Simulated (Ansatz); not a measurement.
`N#C[SiH2]N[SiH3]` + CH₃OH → `CO[SiH2]C#N` + `N[SiH3]` at 700 K and 1 bar (ligand exchange at the Si–N bond).

Isolated molecules relaxed with PBE0-D4/def2-TZVP in Ansatz; ΔE leaves out vibrations. CCSD(T)/CBS adds triple-zeta CCSD(T) − MP2 to the extrapolated MP2 energy (def2 sets, frozen cores). This one scheme is used for every species. One conformer a species, not always the lowest.

| species | CCSD(T)/CBS energy (Eh) | H − E (kJ/mol) | S (J/(mol·K)) |
| --- | --- | --- | --- |
| `N#C[SiH2]N[SiH3]` | -729.26217 | 263.5 | 501.3 |
| CH₃OH | -115.61712 | 170.8 | 288.5 |
| `CO[SiH2]C#N` | -498.08666 | 253.2 | 455.0 |
| `N[SiH3]` | -346.80422 | 180.7 | 336.3 |

H − E and S are ideal-gas, rigid-rotor, harmonic terms from PBE0-D4/def2-TZVP, for one conformer and one mirror image of each species. 1 Eh = 2625.50 kJ/mol, R = 8.31446 J/(mol·K).

Q: By hand: ΔE, ΔH, ΔS and ΔG.

A: ΔE = (-498.08666) + (-346.80422) − (-729.26217) − (-115.61712) = -0.01159 Eh = -30.4 kJ/mol. Δ(H − E) = 253.2 + 180.7 − 263.5 − 170.8 = -0.4, so ΔH = -30.8 kJ/mol. ΔS = 455.0 + 336.3 − 501.3 − 288.5 = 1.5 J/(mol·K). ΔG = -30.8 − 700 × (1.5)/1000 = -31.9 kJ/mol.

Q: By hand: the equilibrium constant, and the temperature at which ΔG would vanish if ΔH and ΔS stayed fixed.

A: log₁₀ K = −ΔG/(RT ln 10) = 2.4. ΔH and −TΔS have one sign here, so there is no such temperature.

The number of gas molecules stays the same, so ΔS is small and ΔH decides. A doubt of 5 kJ/mol in ΔE shifts log₁₀ K by 0.4 here. Other conformers and mirror images would add mixing entropy, several J/(mol·K) or more a flexible species. Modes under 60 cm⁻¹, often nearly free rotors, make the harmonic entropy too high. These are equilibria of isolated gas molecules and say nothing of rates. Largest T1 diagnostic: 0.012 (customary marks: 0.02 for closed shells, 0.045 for open ones).

ΔS is within the doubt of such terms, so its sign, and with it that verdict, could turn.
